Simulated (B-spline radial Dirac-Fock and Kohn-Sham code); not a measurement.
# Kohn-Sham estimates against Dirac-Fock for the levels of Ge²⁵⁺

System: Ge²⁵⁺ in the configuration [He] 2s2 2p3.

The density-functional columns are spherical, spin-unpolarised Dirac-Kohn-Sham results without Breit or QED terms: −ε is minus the orbital energy of the initial state and ΔSCF the difference of two total energies. The reference in the last column comes from Dirac-Fock ΔSCF + Breit + QED. All numbers are from a radial B-spline solver, in eV; a selection of levels is shown. The Kohn-Sham columns are given as differences from the reference. For the 1s level of heavy atoms much of the gap between ΔSCF and the reference is the Breit and QED part, -21.4 eV here; for other levels the error of the functional can be larger.

```csv
level,LDA −ε − DF,LDA ΔSCF − DF,Dirac-Fock
K (1s),-207.4,+26.9,12645.9
L1 (2s),-59.4,-2.2,2706.9
"L2,3 (2p)",-65.8,+1.0,2582.4
```

Values without a named source are computed, but for edge energies of neutral atoms, which are taken from tables.
